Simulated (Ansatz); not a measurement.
Cost and result for the atomization energy of C$_{3}$H$_{4}$OSi, SMILES `C#CC(=O)[SiH3]` (9 atoms, 8 bonds).

Cartesian coordinates in Å:
```
C -0.357 1.491 -1.838
C -0.562 0.537 -1.135
C -0.689 -0.564 -0.203
O -1.545 -1.414 -0.312
Si 0.601 -0.596 1.235
H -0.198 2.328 -2.478
H 0.313 -1.774 2.084
H 0.477 0.668 2.004
H 1.960 -0.676 0.642
```

The species carries charge 0 and has multiplicity 1. The structure was optimised at the PBE0-D4/def2-TZVP level. Program: Ansatz. All runs use 2 threads of an Arm Neoverse V1 on a shared host. Times are those of one run each, without the atoms' runs, and a repeat can differ threefold. Electronic energies, without spin–orbit coupling; frozen cores. CCSD(T)/CBS adds CCSD(T) − MP2 in def2-TZVPP to the MP2 limit, and its time is that of the two runs behind it. T1 = 0.016; the RHF reference is unstable towards UHF. B3LYP takes the VWN-RPA correlation (the form of Gaussian; ORCA's B3LYP/G).

CCSD(T)/CBS is a level of theory with its own doubt, some kJ/mol a heavy atom from the limit and from the frozen cores, so smaller differences don't rank the functionals.

```tsv
level	functions	wall time
LDA (SPW92)/def2-TZVPP	222	1.8 s
revPBE-D4/def2-TZVPP	222	2.8 s
BLYP-D4/def2-TZVPP	222	3.1 s
PBE-D4/def2-TZVPP (with forces)	222	3.5 s
PBE0-D4/def2-TZVPP	222	4.1 s
BHLYP-D4/def2-TZVPP	222	4.5 s
CCSD(T)/def2-SVP	94	6 s
B3LYP-D4/def2-TZVPP (with forces)	222	6.5 s
B2PLYP/def2-TZVPP	222	9.5 s
ωB97M-V/def2-TZVPP (with forces)	222	18 s
MP2/def2-QZVPP	418	31 s
CCSD(T)/def2-TZVPP	222	2.3 min
CCSD(T)/CBS(def2)	–	2.8 min
```

(1) What atomization energy does each give, and how far from CCSD(T)/CBS? (Estimate.)

Answers

(1) Ansatz gave: 
```csv
level,atomization (kcal/mol),difference from CCSD(T)/CBS,per bond
LDA (SPW92)/def2-TZVPP,1006.0,138.8,17.3
revPBE-D4/def2-TZVPP,873.5,6.3,0.8
BLYP-D4/def2-TZVPP,876.6,9.4,1.2
PBE-D4/def2-TZVPP (with forces),897.5,30.3,3.8
PBE0-D4/def2-TZVPP,871.4,4.2,0.5
BHLYP-D4/def2-TZVPP,833.5,-33.7,-4.2
CCSD(T)/def2-SVP,824.1,-43.1,-5.4
B3LYP-D4/def2-TZVPP (with forces),869.6,2.4,0.3
B2PLYP/def2-TZVPP,862.4,-4.8,-0.6
ωB97M-V/def2-TZVPP (with forces),870.2,3.0,0.4
MP2/def2-QZVPP,881.5,14.3,1.8
CCSD(T)/def2-TZVPP,843.2,-24.0,-3.0
CCSD(T)/CBS(def2),867.2,0.0,0.0
```

From r2SCAN to r2SCAN0 (25 % exact exchange), in def2-TZVPP and without D4, the atomization energy moves by −22.0 kcal/mol: exact exchange takes away binding that semilocal exchange gives to molecules. Leaving LDA and LC-ωPBE aside and taking each functional with its dispersion term where it has one, the values spread over 64.0 kcal/mol, from BHLYP-D4 to PBE-D4. LDA lies +112.7 kcal/mol from PBE without D4, its usual overbinding. At CCSD(T), def2-SVP lies −43.1 kcal/mol from the extrapolated value and def2-TZVPP −24.0 kcal/mol: correlation converges slowly with the basis, and small sets miss more of it in the bonded molecule than in its fragments.
